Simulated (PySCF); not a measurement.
C2H5BClN. Atoms are numbered in the order given.

```xyz
10

B     -0.0953     0.2384     0.0558
Cl     1.3071     0.1457     1.1562
C     -0.1179    -0.6663    -1.2153
C     -1.2437    -1.1247    -1.7777
H      0.8393    -0.9861    -1.6449
H     -1.2382    -1.7838    -2.6523
H     -2.2326    -0.8768    -1.3740
N     -1.1274     1.1132     0.3842
H     -1.1275     1.6705     1.2280
H     -1.9230     1.2614    -0.2221
```
Charge 0, spin multiplicity 1.

Geometry optimised at PBE0-D3(BJ)/def2-SVP. This is a generated structure with no PubChem entry under its InChIKey; it may be hypothetical. Other conformers were not sampled.

Method: M06-2X/def2-TZVP (PySCF).

Isolated molecule, no solvent.

The total energy is -619.08945 hartree and the highest occupied level is -9.11 eV. The lowest empty level is -0.10 eV, the orbital gap is 9.01 eV and the dipole moment comes out as 0.547 e·Å. The quadrupole, principal values (traceless, Buckingham form, about the centre of nuclear charge) is -5.77, -0.79, 6.56 D·Å and the mean static polarisability is 57.3 bohr³ (8.50 Å³). The polarisability, principal values comes out as 40.3, 56.3, 75.4 bohr³.
